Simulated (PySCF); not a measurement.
Al(Cl)2(Me) (CH3AlCl2), SMILES [CH3][Al]([Cl])[Cl].

Geometry: B3LYP-D3(BJ)/def2-SVP.

Method: HF/def2-TZVPD (PySCF).

Isolated molecule, no solvent.

Computed frontier levels, gap, dipole moment and polarisability:
```
Property                                                                                                        Value
---------------------------------------------------------------------------------------------  ----------------------
highest occupied level                                                                                      -12.01 eV
lowest empty level                                                                                            0.96 eV
orbital gap                                                                                                  12.96 eV
dipole moment                                                                                                  2.13 D
quadrupole, principal values (traceless, Buckingham form, about the centre of nuclear charge)   -6.95, 0.08, 6.87 D·Å
mean static polarisability                                                                       59.9 bohr³ (8.87 Å³)
polarisability, principal values                                                               50.0, 64.6, 65.0 bohr³
```
